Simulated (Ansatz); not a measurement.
`[Cl][Ga]([Br])[Br]` + `CNC` → `C[N](C)[Ga]([Br])[Br]` + HCl at 700 K and 1 bar (ligand exchange at a Ga–Cl bond).

Isolated molecules relaxed with PBE0-D4/def2-TZVP in Ansatz; ΔE leaves out vibrations. CCSD(T)/CBS is the MP2 limit (def2-TZVPP, def2-QZVPP) plus CCSD(T) − MP2 in def2-TZVPP, frozen cores. This one scheme is used for every species. For Br, Ga outer-core shells are correlated without core-valence functions, which leaves a few kJ/mol of doubt a bond. Scalar relativity is left out up to krypton. One conformer a species, not always the lowest.

| species | CCSD(T)/CBS energy (Eh) | H − E (kJ/mol) | S (J/(mol·K)) |
| --- | --- | --- | --- |
| `[Cl][Ga]([Br])[Br]` | -7530.52317 | 59.1 | 426.4 |
| `CNC` | -135.00321 | 296.9 | 352.4 |
| `C[N](C)[Ga]([Br])[Br]` | -7205.12527 | 313.4 | 553.9 |
| HCl | -460.38127 | 38.4 | 211.8 |

H − E and S are ideal-gas, rigid-rotor, harmonic terms from PBE0-D4/def2-TZVP, for one conformer and one mirror image of each species. 1 Eh = 2625.50 kJ/mol, R = 8.31446 J/(mol·K).

By hand: ΔE, ΔH, ΔS and ΔG.

ΔE = (-7205.12527) + (-460.38127) − (-7530.52317) − (-135.00321) = 0.01984 Eh = 52.1 kJ/mol. Δ(H − E) = 313.4 + 38.4 − 59.1 − 296.9 = -4.2, so ΔH = 47.9 kJ/mol. ΔS = 553.9 + 211.8 − 426.4 − 352.4 = -13.1 J/(mol·K). ΔG = 47.9 − 700 × (-13.1)/1000 = 57.1 kJ/mol.

By hand: the equilibrium constant, and the temperature at which ΔG would vanish if ΔH and ΔS stayed fixed.

log₁₀ K = −ΔG/(RT ln 10) = -4.3. ΔH and −TΔS have one sign here, so there is no such temperature.

The number of gas molecules stays the same, so ΔS is small and ΔH decides. A doubt of 5 kJ/mol in ΔE shifts log₁₀ K by 0.4 here. Other conformers and mirror images would add mixing entropy, several J/(mol·K) or more a flexible species. These are equilibria of isolated gas molecules and say nothing of rates. Largest T1 diagnostic: 0.011 (customary marks: 0.02 for closed shells, 0.045 for open ones).
